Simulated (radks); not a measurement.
The bismuth ion Bi+ inside a hard spherical wall (all orbitals vanish at R), configuration held at [Hg] 6p2 and not refilled when levels cross. All-electron calculation, scalar-relativistic Kohn-Sham, r2SCAN, spin-polarised, spherical densities, finite nucleus; open shells are filled with parallel spins first (spin-orbit coupling, left out, can overturn this in heavy ions); meta-GGA in the generalised Kohn-Sham scheme; Fermi nuclear charge, rms radius 5.5211 fm. Program: a radial shooting solver on a logarithmic mesh with Libxc functionals. Eigenvalues in eV for spin up, with the zero of energy where the potential of the charges vanishes at infinity; a dash marks a level that is unbound or too diffuse for the functional's potential to be trusted. A positive occupied level is held by the wall or, in an anion where self-interaction has pushed it up, behind a barrier. The pressure on the wall is -dE/dV.

R (bohr)  E (hartree)  kinetic (hartree)    e(5p)    e(5d)    e(6s)    e(6p)  e(7s, empty)  e(6d, empty)  pressure (GPa)
free      -21526.5484          24399.917  -106.37  -35.991  -23.279  -12.354             -             -               0
20        -21526.5484          24399.917  -106.37  -35.991  -23.279  -12.354             -             -        < 0.0001
12        -21526.5484          24399.917  -106.37  -35.991  -23.279  -12.354        -4.103        -2.683        < 0.0001
10        -21526.5484          24399.917  -106.37  -35.989  -23.278  -12.353        -3.921        -2.540        0.000827
8         -21526.5478          24399.924  -106.34  -35.958  -23.254  -12.326        -3.139        -2.054          0.0354
7         -21526.5455          24399.947  -106.24  -35.866  -23.186  -12.237        -1.997        -1.414           0.228
5         -21526.4797          24400.398  -104.96  -34.656  -22.247  -10.762         7.008         3.307            10.1
4         -21526.2105          24401.868  -102.22  -32.125  -19.755   -6.689        24.147        12.237            81.5
3         -21524.6142          24409.305  -93.570  -24.124   -8.537   10.034        77.714        41.018             955
2         -21509.9590          24467.668  -57.196   15.091   67.586   108.43        310.18        171.23           24000
